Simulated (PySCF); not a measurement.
# Continuum solvent and chemical shifts

Geometry (Å), atoms numbered from 1 in this order:
```xyz
8

C     2.9932    0.3133    0.3535
C     1.8019    0.3738    0.1025
C     0.4704    0.4406   -0.1791
C    -0.7277    0.5002   -0.4328
N    -1.9809    0.5621   -0.6988
C    -3.1475    0.6092   -0.9651
S    -4.6756    0.6735   -1.3088
H     4.0434    0.2597    0.5744
```

GIAO PBE0/pcSseg-1 in PySCF 2.14.0 with density-fitted response routines on one PBE0-D3(BJ)/def2-SVP conformer, non-relativistic, equivalent nuclei averaged. Solvents enter as an IEF-PCM continuum (cyclohexane with ε = 2.0, acetonitrile with ε = 35.7) around the gas-phase geometry. Shifts are referred to TMS, CS2 computed in the same medium.

Gas phase, δ in ppm: C6 119.2, C2 72.9, C1 69.5, C4 58.6, C3 40.5, S7 -235.7, H8 1.57. Dipole moment 1.16 D.

Problem. How does each δ change in the continuum?

Solution. 
```tsv
atoms	environment	Δδ, cyclohexane	Δδ, acetonitrile
C6	central carbon of a heterocumulene	+0.7	+2.0
C2	alkyne carbon	-0.1	-0.3
C1	terminal alkyne carbon	+1.7	+4.3
C4	alkyne carbon	+0.7	+1.9
C3	alkyne carbon	-0.1	-0.5
S7	thione sulfur	-0.5	-1.1
H8	hydrogen on a terminal alkyne carbon	+0.25	+0.62
```

Changes are relative to the gas phase. The dipole moment becomes 1.27 D in cyclohexane, 1.40 D in acetonitrile.

Problem. Which nuclei move most (in ppm), and what does the model miss?

Solution. C1 (terminal alkyne carbon, +4.3 ppm) in acetonitrile. A continuum only polarises the solute; specific hydrogen bonds, the anisotropy of aromatic solvents and changes of geometry or conformer are outside it.
